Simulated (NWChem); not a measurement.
Molecule: AgH₃O; SMILES [OH2]->[AgH]

Results from NWChem. The geometry was optimised at PBE-D3(BJ)/def2-SVP. def2 effective core potentials on Ag; no spin-orbit coupling.

Estimate the computed values for PBE/def2-SVP. Quantities: highest occupied level (eV); orbital gap (eV); dipole (D).


```
Item                         Result
---------------------------  ------
highest occupied level (eV)   -5.10
orbital gap (eV)               3.47
dipole (D)                     5.66
```
